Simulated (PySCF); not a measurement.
Molfile (atoms numbered from 1):
```
C5HF3
     RDKit          3D

  9  8  0  0  0  0  0  0  0  0999 V2000
    3.1922   -0.1025   -0.4496 C   0  0  0  0  0  0  0  0  0  0  0  0
    1.9912   -0.0595   -0.2671 C   0  0  0  0  0  0  0  0  0  0  0  0
    0.6376   -0.0163   -0.0598 C   0  0  0  0  0  0  0  0  0  0  0  0
   -0.5623    0.0171    0.1250 C   0  0  0  0  0  0  0  0  0  0  0  0
   -2.0107    0.0598    0.3568 C   0  0  0  0  0  0  0  0  0  0  0  0
   -2.3024    0.8262    1.4063 F   0  0  0  0  0  0  0  0  0  0  0  0
   -2.4930   -1.1590    0.5938 F   0  0  0  0  0  0  0  0  0  0  0  0
   -2.6494    0.5549   -0.7017 F   0  0  0  0  0  0  0  0  0  0  0  0
    4.2548   -0.1379   -0.6104 H   0  0  0  0  0  0  0  0  0  0  0  0
  1  2  3  0
  2  3  1  0
  3  4  3  0
  4  5  1  0
  5  6  1  0
  5  7  1  0
  5  8  1  0
  1  9  1  0
M  END
```

Geometry: PBE0-D3(BJ)/def2-SVP; GIAO shifts from PySCF, gas phase, non-relativistic, averaged over equivalent atoms.

At LC-wPBE/pcSseg-1 (141 basis functions, 18 s wall time on 1 thread of an Arm Neoverse V1, shared host):
```tsv
atoms	δ (ppm)
C5	121.3
C1	85.4
C3	82.0
C2	73.8
C4	68.7
F6/F7/F8	-42.0
H9	2.24
```

δ = σ(ref) − σ, references computed at the same level: ¹³C (σ = 188.56 ppm), ¹H (σ = 31.33 ppm) against TMS; CFCl3 for ¹⁹F (σ = 205.86 ppm).

Question: Estimate the result of repeating the calculation with CAM-B3LYP/pcSseg-1.

Answer: 
```tsv
atoms	δ at CAM-B3LYP/pcSseg-1	change
C5	120.9	-0.4
C1	80.2	-5.2
C3	77.8	-4.2
C2	70.7	-3.1
C4	65.0	-3.7
F6/F7/F8	-51.6	-9.6
H9	2.16	-0.08
```

Scale: ¹³C (σref 182.45), ¹H (σref 31.33) vs TMS; CFCl3 for ¹⁹F (σref 189.10) (reference shieldings calculated alike).

The largest change is at F6/F7/F8 (fluorine of a CF3 group). Cost: 141 basis functions, 14 s wall time on 1 thread of an Arm Neoverse V1, shared host. The order of the carbon signals is the same at both levels.

Unscaled 19F shifts against computed CFCl3 carry errors that often reach 10 to 50 ppm.
